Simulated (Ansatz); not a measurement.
Total energies of `FC1(I)CC1`.

```tsv
atom	x (Å)	y (Å)	z (Å)
F1	0.5242	-1.2514	-1.3231
C2	0.0799	-0.1153	-0.7356
I3	-0.3834	1.3601	-2.1776
C4	0.6881	0.2536	0.5602
C5	-0.7375	-0.2659	0.4867
H6	1.4467	-0.4235	0.9340
H7	0.8465	1.2998	0.7834
H8	-0.9145	-1.2839	0.8123
H9	-1.5500	0.4266	0.6598
```

Total charge 0; spin multiplicity 1. Correlated methods include outer-core shells of I, which these sets cover unevenly. I takes the def2 core potential. The geometry is a stationary point of PBE0-D4/def2-TZVP. Basis def2-TZVPP, Ansatz 0.2.0.

RPA on PBE orbitals: Hartree–Fock energy of these orbitals -512.01404 Eh, correlation -1.78901 Eh (frozen core).

```tsv
functional	energy without D4 (Eh)	D4 term (kJ/mol)
LDA (SPW92)	-512.19126	–
PBE	-514.06073	-19.8
revPBE	-514.29500	-62.1
BLYP	-514.19812	-44.4
r2SCAN	-514.32598	-4.6
B97M-V	-514.27485	–
PBE0	-514.09926	-16.7
B3LYP	-514.41651	-32.4
r2SCANh	-514.30519	-4.9
r2SCAN0	-514.27514	-5.5
HSE06 (plane-wave form)	-514.08678	-15.6
BHLYP	-514.15699	-24.9
CAM-B3LYP	-514.23379	-17.0
LC-ωPBE	-514.22899	–
ωB97X-V	-514.24482	–
ωB97M-V	-514.22552	–
B2PLYP	-513.99095	–
PBE-QIDH	-513.91535	–
```

B3LYP takes the VWN-RPA correlation (the form of Gaussian; ORCA's B3LYP/G). HSE06 is the plane-wave form, built on full-range PBE exchange. The double hybrids freeze the cores in their second-order part.

LC-ωPBE has ω = 0.4 bohr⁻¹.
